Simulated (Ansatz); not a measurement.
`[SiH3][CH2][AlH][S][SiH3]` and `[SiH3][AlH][S][SiH3]` differ in one atom or group.

Ansatz, PBE0-D4/def2-TZVP geometries, multiplicity 1. Each molecule was computed in one conformer, which needn't be the lowest.

```tsv
property	`[SiH3][CH2][AlH][S][SiH3]`
size of the dipole moment (B3LYP/def2-TZVPP) / D	1.59
LUMO energy (B3LYP/def2-TZVPP) / eV	-1.42
HOMO energy (ωB97M-V/def2-TZVPP) / eV	-9.86
LUMO energy (ωB97M-V/def2-TZVPP) / eV	0.37
size of the dipole moment (ωB97M-V/def2-TZVPP) / D	1.62
HOMO energy (PBE0/def2-TZVPP) / eV	-7.71
```

Problem. What does the change do to each property? (Estimate.)

Solution. Computed: 
| property | `[SiH3][AlH][S][SiH3]` | shift |
| --- | --- | --- |
| size of the dipole moment (B3LYP/def2-TZVPP) / D | 0.72 | -0.87 |
| LUMO energy (B3LYP/def2-TZVPP) / eV | -2.08 | -0.66 |
| HOMO energy (ωB97M-V/def2-TZVPP) / eV | -9.67 | 0.19 |
| LUMO energy (ωB97M-V/def2-TZVPP) / eV | -0.27 | -0.64 |
| size of the dipole moment (ωB97M-V/def2-TZVPP) / D | 0.71 | -0.91 |
| HOMO energy (PBE0/def2-TZVPP) / eV | -7.69 | 0.02 |

The zero-point energy changes by -70.8 kJ/mol with -9 modes. Dipoles are sizes alone; their direction can turn.

B3LYP here is the variant with VWN-RPA as its local correlation; programs differ in this.
